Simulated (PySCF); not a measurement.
# Reading the logs of faulty runs: AlBGeH5O

Calculated results; nothing here was measured. They come from PySCF 2.14.0, an open-source quantum chemistry program, on an isolated molecule that a program drew, which may never have been made. The molecule is AlBGeH5O (charge 0, doublet), drawn as the SMILES string `[AlH2][O][BH][GeH2]`.

Each row is a Hartree-Fock (HF) and frozen-core CCSD(T) single point in the cc-pV(D+d)Z basis, meant for a local HF minimum. Run 1 is clean. Each other run has one planted mistake out of seven kinds, and not every kind appears here: one electron removed, one electron added, multiplicity raised by two, geometry at a saddle point, minimal basis STO-3G, one bond length entered in bohr, all coordinates scaled. The reference is restricted for singlets and unrestricted otherwise, and also for a bond in bohr. Adding or removing an electron swaps singlet and doublet. Electrons count all cores. HOMO and LUMO are orbital energies over both spins, the gradient is its largest component, and the lowest frequency (negative if imaginary) is given only where the gradient is small. Bond lengths are over the 8 bonds as drawn. T1 is the CCSD diagnostic: over 0.02 (restricted) or 0.045 (unrestricted) a single reference is doubtful. Germanium has the cc-pVDZ-PP basis, with a core potential (ECP10MDF) in place of its 10 inner electrons, and its 3s, 3p and 3d shells are frozen in CCSD(T).

Geometry of the clean run:
```xyz
9
AlBGeH5O, angstrom
Al    2.4775   -0.3944   -2.9148
O     1.2740    0.1359   -1.8494
B     0.3349    0.5695   -1.0051
Ge   -1.6091    0.8852   -1.6679
H     3.3690    0.6962   -3.6055
H     2.6168   -1.9409   -3.1394
H     0.5861    0.7275    0.1633
H    -2.5199    1.8211   -0.8638
H    -1.8346    1.1179   -3.1705
```

| run | electrons | basis functions | <S^2> | HOMO (eV) | LUMO (eV) | gradient (hartree/bohr) | lowest frequency (cm^-1) | mean bond (Å) | longest bond (Å) | T1 | HF (hartree) | CCSD(T) (hartree) | mistake |
|---|---|---|---|---|---|---|---|---|---|---|---|---|---|
| 1 | 63 | 99 | 0.764 | -7.97 | 1.08 | 1.3e-05 | 53 | 1.5650 | 2.078 | 0.0177 | -637.81153 | -638.28146 | no fault |
| 2 | 62 | 99 | 0.000 | -15.13 | -6.44 | 5.6e-02 | - | 1.5650 | 2.078 | 0.0198 | -637.54724 | -638.00722 | one electron removed |
| 3 | 63 | 99 | 1.622 | -7.75 | 0.92 | 7.3e-03 | - | 1.7359 | 2.905 | 0.0364 | -637.71959 | -638.17496 | one bond length entered in bohr |
| 4 | 63 | 99 | 3.764 | -5.00 | -1.63 | 5.6e-02 | - | 1.5650 | 2.078 | 0.0238 | -637.62751 | -638.09505 | multiplicity raised by two |
| 5 | 63 | 99 | 0.763 | -7.47 | 1.05 | 5.6e-05 | -294 | 1.5621 | 2.047 | 0.0160 | -637.80837 | -638.27902 | ? |
| 6 | 63 | 99 | 0.764 | -7.99 | 1.04 | 2.3e-02 | - | 1.6307 | 2.165 | 0.0191 | -637.79850 | -638.27398 | ? |

**Which mistake was planted in run 5, and what did it cost?**

The gradient is small, so the point is stationary, but the lowest frequency is imaginary (-294 cm^-1). So the mistake is: geometry at a saddle point. Subtracting run 1 and multiplying by 627.51 kcal/mol a hartree, the energy moved by 2.0 kcal/mol in HF and 1.5 kcal/mol in CCSD(T).

**Which mistake was planted in run 6, and what did it cost?**

The mean and the longest bond both change by the same factor, 1.042, and the gradient is no longer small. So the mistake is: all coordinates scaled. Subtracting run 1 and multiplying by 627.51 kcal/mol a hartree, the energy moved by 8.2 kcal/mol in HF and 4.7 kcal/mol in CCSD(T).

